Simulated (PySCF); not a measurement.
## Nuclear quadrupole coupling in [CuCl4]-

Compound: [CuCl4]- (charge -1 and singlet state).
Geometry (PBE0-D3(BJ)/def2-SVP, Å), atoms numbered from 1 in this order:
```
atom  x, y, z in Å
Cu1    0.0001    0.0000    0.0000
Cl2    2.1966   -0.0205    0.0067
Cl3    0.0204    2.1966    0.0057
Cl4   -2.1966    0.0204    0.0007
Cl5   -0.0205   -2.1965   -0.0132
```

Field gradients from the PBE0/pcSseg-1 (pcSseg-2 on Cu) density (PySCF, non-relativistic), principal values in atomic units, ordered |Vxx| ≤ |Vyy| ≤ |Vzz|:

```
atom      Vxx      Vyy      Vzz
 Cu1   0.9561   0.9562  -1.9123
 Cl2  -1.2725  -1.9033   3.1757
 Cl3  -1.2725  -1.9033   3.1758
 Cl4  -1.2726  -1.9034   3.1759
 Cl5  -1.2725  -1.9033   3.1759
```

Q: Find the asymmetry η = (Vxx − Vyy)/Vzz and the couplings χ = eQV/h (234.96 MHz × Q in barn × V in au), with Q(63Cu) = −0.22 b, Q(35Cl) = −0.0817 b.

A: 
```csv
atom,environment,nucleus,η,χzz (MHz),χxx (MHz),χyy (MHz)
Cu1,copper bonded to 4 Cl,63Cu,0.00,98.85,-49.42,-49.43
Cl2,chlorine bonded to Cu,35Cl,0.20,-60.96,24.43,36.54
Cl3,chlorine bonded to Cu,35Cl,0.20,-60.96,24.43,36.54
Cl4,chlorine bonded to Cu,35Cl,0.20,-60.97,24.43,36.54
Cl5,chlorine bonded to Cu,35Cl,0.20,-60.97,24.43,36.54
```

The gradient is axial or nearly so (η below 0.05) at Cu1. 

Q: What is Vzz at Cl4 in SI units (1 au = 9.71736 × 10²¹ V/m²)?

A: 3.1759 au = 30.862 × 10²¹ V/m².

Isolated species at its PBE0-D3(BJ)/def2-SVP geometry, gas phase. The pcSseg-1 basis has no diffuse functions, a weakness for an anion. With so small a basis the couplings can be 20 % off. Field gradients at transition-metal nuclei can change strongly with the functional.
